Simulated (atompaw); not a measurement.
# Pseudopotential generation for fluorine: PAW (atompaw), PBEsol, non-relativistic.

- Element: F
- Generator: atompaw 4.2.0.5
- Type: PAW
- Functional: PBEsol
- Relativity: non-relativistic
- Frozen core: [He]
- Valence charge: 7
- Reference configuration: 2s2 2p4.75 (charge +0.25)
- Partial waves: 2s (bound); 2s channel at -1.25 Ry; 2p (bound); 2p channel at 1.8 Ry; 3d channel at 0.3 Ry; 3d channel at 1.7 Ry
- Local potential: bessel scheme, radius 0.85 bohr
- Core correction: smooth core density matched at 0.55 bohr
- Augmentation charge: besselshape compensation charge, radius 0.80 bohr; PAW radius 1.00 bohr; waves and projectors: bloechl

All-electron outer shells of the reference configuration (PBEsol, non-relativistic, ld1.x):

```
shell  level (eV)  outermost node (bohr)  outermost maximum (bohr)
   2s      -33.67                   0.24                      0.76
   2p      -14.99                      –                      0.70
```

Does the generator finish with these settings?

No. atompaw 4.2.0.5 stopped with "atompaw: terminating projector 1000": the iteration for the Blöchl projector did not settle.
